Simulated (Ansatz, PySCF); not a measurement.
Molecule: AlI, charge 0, multiplicity 1. 
Coordinates optimised at B3LYP-D3(BJ)/def2-TZVP (Ansatz, an electronic-structure program):
```xyz
2

Al     0.0000     0.0000    -2.0675
I      0.0000     0.0000     0.5071
```
Charge 0, spin multiplicity 1.

Dipole moments at this geometry, in debye (magnitudes).

```csv
level,program,dipole (D)
r2SCAN/def2-TZVPD,Ansatz,1.72
B97M-V/def2-TZVPD,Ansatz,…
TPSSh/def2-TZVPD,PySCF,1.78
PW6B95/def2-TZVPD,PySCF,2.08
wB97X-V/def2-TZVPD,Ansatz,2.07
CCSD(T)/def2-SVPD,Ansatz,…
```

### Question
Some entries are withheld; supply them.

### Answer

- B97M-V/def2-TZVPD, dipole (D): 1.66
- CCSD(T)/def2-SVPD, dipole (D): 1.91
